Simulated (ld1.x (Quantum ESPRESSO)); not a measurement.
Transferability test, PAW potential for Si

ld1.x (Quantum ESPRESSO) 7.5 input, shortened:

```
&input
   title='Si', zed=14., rel=1, dft='PBESOL', iswitch=3,
   config='[Ne] 3s1.5 3p2.5 3d-2'
 /
 &inputp
   pseudotype=3, lpaw=.true., tm=.true., lloc=-1, rcloc=1.75,
   nlcc=.true., new_core_ps=.true.,
   which_augfun='PSQ', rmatch_augfun_nc=.true.
 /
6
3S  1  0   1.50   0.00  1.60  1.90  0.0
3S  1  0   0.00   0.35  1.60  1.90  0.0
3P  2  1   2.50   0.00  1.80  2.10  0.0
3P  2  1   0.00   2.25  1.80  2.10  0.0
3D  3  2  -2.00  -0.05  1.90  2.40  0.0
3D  3  2  -2.00   2.25  1.90  2.40  0.0
 &test
   configts(1)='3s1.5 3p2.5'
 /
```

Energies are relative to the spin-unpolarised reference configuration 3s1.5 3p2.5; without spin polarisation the order of configurations can differ from experiment.

```
valence configuration  charge  ΔE all-electron (eV)  error AE − PS (meV)
              3s2 3p2       0                -3.377                 -0.1
              3s2 3p1      +1                 4.336                 -0.5
              3s2 3p0      +2                20.300                 -8.4
            3s2 3p2.3    -0.3                -4.300                 -0.1
              3s1 3p0      +3                54.198                  -57
              3s0 3p4       0                10.360                 -1.7
```

(1) What are ΔE and the potential's error for 3s1 3p3?

Levels in the configuration 3s2 3p0:

```csv
level,all-electron (eV),pseudo (eV)
3s,-28.489,-28.509
```

Results:

(1) ΔE = 3.417 eV all-electron; the error (AE − PS) is -0.3 meV.
